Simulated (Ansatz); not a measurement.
Cost and result for the atomization energy of `O[SiH2]/C=C\[SiH](O)O` (15 atoms, 14 bonds).

```json
{"atom": "O1", "x (Å)": "-1.447", "y (Å)": "-0.943", "z (Å)": "1.324"}
{"atom": "Si2", "x (Å)": "-0.329", "y (Å)": "-0.141", "z (Å)": "2.212"}
{"atom": "C3", "x (Å)": "1.060", "y (Å)": "0.553", "z (Å)": "1.175"}
{"atom": "C4", "x (Å)": "1.203", "y (Å)": "0.522", "z (Å)": "-0.156"}
{"atom": "Si5", "x (Å)": "0.094", "y (Å)": "-0.229", "z (Å)": "-1.437"}
{"atom": "O6", "x (Å)": "-1.451", "y (Å)": "0.299", "z (Å)": "-1.148"}
{"atom": "O7", "x (Å)": "0.582", "y (Å)": "0.313", "z (Å)": "-2.911"}
{"atom": "H8", "x (Å)": "-1.786", "y (Å)": "-0.483", "z (Å)": "0.543"}
{"atom": "H9", "x (Å)": "0.231", "y (Å)": "-1.116", "z (Å)": "3.181"}
{"atom": "H10", "x (Å)": "-0.912", "y (Å)": "1.000", "z (Å)": "2.976"}
{"atom": "H11", "x (Å)": "1.847", "y (Å)": "1.054", "z (Å)": "1.747"}
{"atom": "H12", "x (Å)": "2.094", "y (Å)": "0.988", "z (Å)": "-0.582"}
{"atom": "H13", "x (Å)": "0.120", "y (Å)": "-1.715", "z (Å)": "-1.464"}
{"atom": "H14", "x (Å)": "-2.072", "y (Å)": "0.243", "z (Å)": "-1.877"}
{"atom": "H15", "x (Å)": "0.766", "y (Å)": "-0.344", "z (Å)": "-3.582"}
```

The species carries charge 0 and has multiplicity 1. The structure was optimised at the PBE0-D4/def2-TZVP level. It is one conformer, not always the lowest. Program: Ansatz. All runs use 2 threads of an AMD EPYC 7R13 on a shared host and a share of an NVIDIA H100 80 GB. Times are those of one run each, without the atoms' runs, and a repeat can differ threefold. Electronic energies, without spin–orbit coupling; frozen cores. CCSD(T)/CBS adds CCSD(T) − MP2 in def2-TZVPP to the MP2 limit, and its time is that of the two runs behind it. T1 = 0.012; the RHF reference is unstable towards UHF. B3LYP takes the VWN-RPA correlation (the form of Gaussian; ORCA's B3LYP/G).

CCSD(T)/CBS is a level of theory with its own doubt, some kJ/mol a heavy atom from the limit and from the frozen cores, so smaller differences don't rank the functionals.

```tsv
level	functions	wall time	atomization (kcal/mol)	difference from CCSD(T)/CBS	per bond
PBE0-D4/def2-TZVPP	351	2.5 s	1396.7	-15.6	-1.1
PBE-D4/def2-TZVPP (with forces)	351	2.9 s	1423.8	11.5	0.8
B3LYP-D4/def2-TZVPP (with forces)	351	2.9 s	1402.6	-9.7	-0.7
ωB97X-V/def2-TZVPP	351	3.8 s	1409.0	-3.3	-0.2
r2SCAN-D4/def2-TZVPP (with forces)	351	4 s	1408.5	-3.8	-0.3
ωB97M-V/def2-TZVPP (with forces)	351	4.3 s	1410.7	-1.6	-0.1
B2PLYP/def2-TZVPP	351	4.4 s	1390.0	-22.3	-1.6
MP2/def2-QZVPP	665	6 s	1425.8	13.5	1.0
CCSD(T)/def2-TZVPP	351	8 s	1371.2	-41.1	-2.9
CCSD(T)/CBS(def2)	–	14 s	1412.3	0.0	0.0
```

The D4 term adds +15.1 kcal/mol with B3LYP and +8.1 kcal/mol with PBE0; it sums over pairs of atoms, weighted by their polarisabilities, and B3LYP, whose exchange is more repulsive, gets the larger term. In def2-TZVPP, CCSD(T) changes the Hartree–Fock value by +355.0 kcal/mol (the triples alone add +21.6 kcal/mol) and MP2 by +385.1 kcal/mol; breaking electron pairs costs correlation energy, which Hartree–Fock lacks. From PBE to PBE0 (25 % exact exchange), in def2-TZVPP and without D4, the atomization energy moves by −25.7 kcal/mol: exact exchange takes away binding that semilocal exchange gives to molecules.
